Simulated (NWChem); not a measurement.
System: BAsH$_{4}$; SMILES B[AsH2]

NWChem input:

```
start job
memory heap 200 mb stack 900 mb global 1100 mb
geometry units angstroms noautosym nocenter noautoz
  B      0.006921     1.661155     0.000000
  As     0.005689    -0.321521     0.000000
  H      0.961989    -0.598723    -1.140667
  H      0.961989    -0.598723     1.140667
  H     -0.076904     2.254665     1.047250
  H     -0.076904     2.254665    -1.047250
end
basis spherical
  * library pcsseg-1
end
dft
  xc pbe0
  iterations 150
end
property
  shielding 4 1 2 3 5
end
task dft property
```

NWChem printed, in part:

```
             Northwest Computational Chemistry Package (NWChem) 7.3.0
             --------------------------------------------------------

                             Geometry "geometry" -> ""
                             -------------------------

 Output coordinates in angstroms (scale by  1.889725989 to convert to a.u.)

  No.       Tag          Charge          X              Y              Z
 ---- ---------------- ---------- -------------- -------------- --------------
    1 B                    5.0000     0.00692100     1.66115500     0.00000000
    2 As                  33.0000     0.00568900    -0.32152100     0.00000000
    3 H                    1.0000     0.96198900    -0.59872300    -1.14066700
    4 H                    1.0000     0.96198900    -0.59872300     1.14066700
    5 H                    1.0000    -0.07690400     2.25466500     1.04725000
    6 H                    1.0000    -0.07690400     2.25466500    -1.04725000

 Effective nuclear repulsion energy (a.u.)      87.1163269644

                              NWChem Property Module
                              ----------------------

  itol2e modified to match energy
  convergence criterion.

                                 NWChem DFT Module
                                 -----------------

 Summary of "ao basis" -> "ao basis" (spherical)
 ------------------------------------------------------------------------------
       Tag                 Description            Shells   Functions and Types
 ---------------- ------------------------------  ------  ---------------------
 B                          pcsseg-1                 7       17   3s3p1d
 As                         pcsseg-1                15       41   5s7p3d
 H                          pcsseg-1                 3        5   2s1p

  itol2e modified to match energy
  convergence criterion.

            General Information
            -------------------
          SCF calculation type: DFT
          Wavefunction type:  closed shell.
          No. of atoms     :     6
          No. of electrons :    42
           Alpha electrons :    21
            Beta electrons :    21
          Charge           :     0
          Spin multiplicity:     1
          Use of symmetry is: off; symmetry adaption is: off
          Maximum number of iterations: 150
          AO basis - number of functions:    78
                     number of shells:    34
          Convergence on energy requested:  1.00D-07
          Convergence on density requested:  1.00D-05
          Convergence on gradient requested:  5.00D-04

              XC Information
              --------------
                         PBE0 Method XC Functional
                     Hartree-Fock (Exact) Exchange  0.250
          PerdewBurkeErnzerhof Exchange Functional  0.750
            Perdew 1991 LDA Correlation Functional  1.000 local
           PerdewBurkeErnz. Correlation Functional  1.000 non-local

             Grid Information
             ----------------
          Grid used for XC integration:  fine
          Radial quadrature: Mura-Knowles
          Angular quadrature: Lebedev.
          Tag              B.-S. Rad. Rad. Pts. Rad. Cut. Ang. Pts.
          ---              ---------- --------- --------- ---------
          B                   0.85       70          10.0       590
          As                  1.15      140          10.0       974
          H                   0.35       60          11.0       590
          Grid pruning is: on
          Number of quadrature shells:   450
          Spatial weights used:  Erf1

      Superposition of Atomic Density Guess
      -------------------------------------

 Sum of atomic energies:       -2260.39442979

      Non-variational initial energy
      ------------------------------

 Total energy =   -2261.043978
 1-e energy   =   -3322.241305
 2-e energy   =     974.081001
 HOMO         =      -0.280669
 LUMO         =      -0.044028

   convergence    iter        energy       DeltaE   RMS-Dens  Diis-err
 ---------------- ----- ----------------- --------- --------- ---------
 d= 0,ls=0.0,diis     1  -2262.5124214981 -2.35D+03  5.33D-03  1.15D+00
 d= 0,ls=0.0,diis     2  -2262.5345622390 -2.21D-02  2.53D-03  4.08D-02
 d= 0,ls=0.0,diis     3  -2262.5352167114 -6.54D-04  1.49D-03  2.95D-02
 d= 0,ls=0.0,diis     4  -2262.5382748531 -3.06D-03  3.85D-04  6.74D-04
 d= 0,ls=0.0,diis     5  -2262.5383899659 -1.15D-04  4.73D-05  9.85D-06
  Resetting Diis
 d= 0,ls=0.0,diis     6  -2262.5383912519 -1.29D-06  1.10D-05  1.25D-06
 d= 0,ls=0.0,diis     7  -2262.5383914091 -1.57D-07  3.20D-06  2.62D-08
 d= 0,ls=0.0,diis     8  -2262.5383914086  4.48D-10  1.85D-06  2.72D-08

         Total DFT energy =    -2262.538391408633
      One electron energy =    -3323.898144817352
           Coulomb energy =     1062.515133938091
    Exchange-Corr. energy =      -88.271707493737
 Nuclear repulsion energy =       87.116326964366

 Numeric. integr. density =       41.999998397981

                       DFT Final Molecular Orbital Analysis
                       ------------------------------------

 Vector   19  Occ=2.000000D+00  E=-3.538775D-01
              MO Center=  1.8D-01,  1.2D+00, -1.1D-10, r^2= 3.4D+00
   Bfn.  Coefficient  Atom+Function         Bfn.  Coefficient  Atom+Function
  ----- ------------  ---------------      ----- ------------  ---------------
    69      0.289432  5 H  s                 74     -0.289432  6 H  s
     9      0.256031  1 B  pz                59      0.207035  3 H  s
    64     -0.207035  4 H  s                 40     -0.176333  2 As pz
    43     -0.154618  2 As pz                12      0.142121  1 B  pz
     6      0.133853  1 B  pz                70      0.113518  5 H  s

 Vector   20  Occ=2.000000D+00  E=-3.480725D-01
              MO Center=  1.1D-01,  5.1D-01,  1.9D-08, r^2= 2.8D+00
   Bfn.  Coefficient  Atom+Function         Bfn.  Coefficient  Atom+Function
  ----- ------------  ---------------      ----- ------------  ---------------
     8      0.250105  1 B  py                39     -0.247550  2 As py
    38      0.223679  2 As px                42     -0.219946  2 As py
    41      0.214901  2 As px                59      0.192125  3 H  s
    64      0.192125  4 H  s                 21     -0.170690  2 As s
    69      0.144956  5 H  s                 74      0.144957  6 H  s

 Vector   21  Occ=2.000000D+00  E=-2.741964D-01
              MO Center= -1.2D-01, -1.0D-01, -4.8D-10, r^2= 2.5D+00
   Bfn.  Coefficient  Atom+Function         Bfn.  Coefficient  Atom+Function
  ----- ------------  ---------------      ----- ------------  ---------------
    41      0.362460  2 As px                42      0.309273  2 As py
    38      0.283261  2 As px                39      0.259578  2 As py
    21     -0.239139  2 As s                 22     -0.239251  2 As s
    20      0.196722  2 As s                  8     -0.166344  1 B  py
     7      0.108075  1 B  px                32     -0.107222  2 As px

 Vector   22  Occ=0.000000D+00  E=-7.238545D-02
              MO Center=  5.5D-02,  1.3D+00, -4.3D-10, r^2= 3.1D+00
   Bfn.  Coefficient  Atom+Function         Bfn.  Coefficient  Atom+Function
  ----- ------------  ---------------      ----- ------------  ---------------
    10      0.563868  1 B  px                 7      0.401748  1 B  px
    22      0.385476  2 As s                 60     -0.231396  3 H  s
    65     -0.231396  4 H  s                  4      0.176454  1 B  px
    42     -0.148434  2 As py                59     -0.127192  3 H  s
    64     -0.127192  4 H  s                 20     -0.114987  2 As s

 Vector   23  Occ=0.000000D+00  E= 3.008739D-02
              MO Center=  2.6D-01, -2.1D-01, -7.0D-08, r^2= 4.1D+00
   Bfn.  Coefficient  Atom+Function         Bfn.  Coefficient  Atom+Function
  ----- ------------  ---------------      ----- ------------  ---------------
    43      1.071104  2 As pz                60      0.912080  3 H  s
    65     -0.912080  4 H  s                 70     -0.442637  5 H  s
    75      0.442637  6 H  s                 12      0.358620  1 B  pz
    40      0.277250  2 As pz                59      0.218936  3 H  s
    64     -0.218936  4 H  s                 34     -0.114651  2 As pz

 Vector   24  Occ=0.000000D+00  E= 4.006844D-02
              MO Center=  6.6D-01, -2.2D-01,  6.0D-08, r^2= 4.9D+00
   Bfn.  Coefficient  Atom+Function         Bfn.  Coefficient  Atom+Function
  ----- ------------  ---------------      ----- ------------  ---------------
    22      1.362859  2 As s                 60     -1.072480  3 H  s
    65     -1.072481  4 H  s                 41      1.051687  2 As px
    70     -0.391145  5 H  s                 75     -0.391145  6 H  s
    11      0.380717  1 B  py                 3      0.376334  1 B  s
    10     -0.299448  1 B  px                21      0.268591  2 As s

     Multipole analysis of the density
     ---------------------------------

     L   x y z        total         alpha         beta         nuclear
     -   - - -        -----         -----         ----         -------
     0   0 0 0     -0.000000    -21.000000    -21.000000     42.000000

     1   1 0 0      0.224320     -1.770491     -1.770491      3.765302
     1   0 1 0     -0.014176     -0.959005     -0.959005      1.903835
     1   0 0 1     -0.000000     -0.000000     -0.000000      0.000000

     2   2 0 0    -20.010515    -13.333457    -13.333457      6.656398
     2   1 1 0     -0.526354      2.417965      2.417965     -5.362283
     2   1 0 1     -0.000000     -0.000000     -0.000000      0.000000
     2   0 2 0    -21.090142    -60.705216    -60.705216    100.320290
     2   0 1 1      0.000000      0.000000      0.000000      0.000000
     2   0 0 2    -19.713233    -18.419506    -18.419506     17.125780

          -----------------------------------------
          Chemical Shielding Tensors (GIAO, in ppm)
          -----------------------------------------

                                NWChem CPHF Module
                                ------------------

  scftype          =     RHF
  nclosed          =       21
  nopen            =        0
  variables        =     1197
  # of vectors     =        3
  tolerance        = 0.10D-03
  level shift      = 0.00D+00
  max iterations   =       50
  max subspace     =       30

 SCF residual:    3.6805031821626298E-005

Iterative solution of linear equations
  No. of variables     1197
  No. of equations        3
  Maximum subspace       30
        Iterations       50
       Convergence  1.0D-04

   iter   nsub   residual    time
   ----  ------  --------  ---------
     1      3    8.10D-01      21.3
     2      6    3.73D-02      23.9
     3      9    2.74D-03      26.5
     4     12    1.34D-04      29.6
     5     15    1.01D-05      32.8

      Atom:    1  B
        Diamagnetic
    184.0536     -0.5577      0.0000
     -0.5577    208.9234     -0.0000
      0.0000     -0.0000    187.0601

        Paramagnetic
    -45.8738     17.4148     -0.0000
     17.4148   -229.2708      0.0000
     -0.0000      0.0000   -317.1856

        Total Shielding Tensor
    138.1798     16.8570     -0.0000
     16.8570    -20.3474      0.0000
     -0.0000      0.0000   -130.1255

           isotropic =      -4.0977
          anisotropy =     216.0753

          Principal Components and Axis System
                 1           2           3
              139.9525   -130.1255    -22.1201

      1         0.9945      0.0000     -0.1046
      2         0.1046     -0.0000      0.9945
      3        -0.0000      1.0000      0.0000

      Atom:    2  As
        Diamagnetic
   2875.8026     -1.0121      0.0000
     -1.0121   2880.3510     -0.0000
      0.0000     -0.0000   2878.6187

        Paramagnetic
  -1112.4191    -92.8257     -0.0000
    -92.8257  -1043.5357      0.0000
     -0.0000      0.0000  -1454.7373

        Total Shielding Tensor
   1763.3836    -93.8378     -0.0000
    -93.8378   1836.8153      0.0000
     -0.0000      0.0000   1423.8813

           isotropic =    1674.6934
          anisotropy =     339.2566

          Principal Components and Axis System
                 1           2           3
             1900.8645   1699.3344   1423.8813

      1        -0.5638      0.8259      0.0000
      2         0.8259      0.5638     -0.0000
      3         0.0000     -0.0000      1.0000

      Atom:    3  H
        Diamagnetic
     29.1704     -3.6084    -11.4267
     -3.6084     22.1275      3.8732
    -11.4267      3.8732     34.1722

        Paramagnetic
     -0.6962      0.4420      3.4970
      0.4420      0.6109     -1.8197
      3.4970     -1.8197     -2.9914

        Total Shielding Tensor
     28.4743     -3.1664     -7.9298
     -3.1664     22.7384      2.0535
     -7.9298      2.0535     31.1808

           isotropic =      27.4645
          anisotropy =      16.8428

          Principal Components and Axis System
                 1           2           3
               38.6930     22.9210     20.7793

      1        -0.6398     -0.4117      0.6490
      2         0.2217      0.7097      0.6687
      3         0.7359     -0.5717      0.3628

      Atom:    4  H
        Diamagnetic
     23.3582     -0.4426     -0.5479
     -0.4426     31.6210      6.3588
     -0.5479      6.3588     29.8880

        Paramagnetic
      3.0789      0.4501      1.1919
      0.4501     -4.4816     -9.2401
      1.1919     -9.2401    -18.6893

        Total Shielding Tensor
     26.4371      0.0075      0.6440
      0.0075     27.1393     -2.8812
      0.6440     -2.8812     11.1987

           isotropic =      21.5917
          anisotropy =       9.0922

          Principal Components and Axis System
                 1           2           3
               27.6532     26.4537     10.6682

      1        -0.0867      0.9954     -0.0403
      2         0.9807      0.0924      0.1722
      3        -0.1751      0.0246      0.9842
```

Level: PBE0/pcSseg-1, GIAO. Coordinates come from a PBE0/def2-SVP optimisation. The output numbers the shielded atoms by their place in the input's list. The printed shielding anisotropy is the first printed principal value minus the mean of the other two.
